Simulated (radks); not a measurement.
Valence configurations of neutral praseodymium (all share [Xe]). Calculated with a radial shooting solver on a logarithmic mesh with Libxc functionals: scalar-relativistic Kohn-Sham, SCAN, spin-unpolarised, spherical densities, finite nucleus; meta-GGA in the generalised Kohn-Sham scheme; Fermi nuclear charge, rms radius 4.8919 fm. Energies are relative to 4f3 6s2; eigenvalues in eV.

| valence | E (eV) | e(4f) | e(5d) | e(6p) | e(6s) |
|---|---|---|---|---|---|
| 4f3 6s2 | 0.000 | -0.860 | - | - | -3.557 |
| 4f3 5d0.5 6s1.5 | 0.866 | -0.336 | -1.569 | - | -3.284 |
| 4f2.5 5d0.5 6s2 | -0.053 | -3.153 | -2.355 | - | -3.757 |
| 4f1 5d2 6s2 | 6.308 | -11.901 | -3.965 | - | -4.184 |
| 4f3 6p2 | 4.644 | -3.017 | - | -2.218 | - |
| 4f2 5d1 6s2 | 0.890 | -5.827 | -2.882 | - | -3.934 |
| 4f2 6s2 6p1 | 3.057 | -8.945 | - | -2.180 | -5.137 |

NIST lists [Xe] 4f3 6s2 as the ground configuration; this level of theory puts 4f2.5 5d0.5 6s2 lower, by 0.053 eV. The energies are those of spherical spin-averaged densities, not of single terms. No valid solution was reached for [Xe] 4f3 5d1.5 6s0.5; [Xe] 4f2.5 6s2 6p0.5; [Xe] 4f3 5d1 6s1.
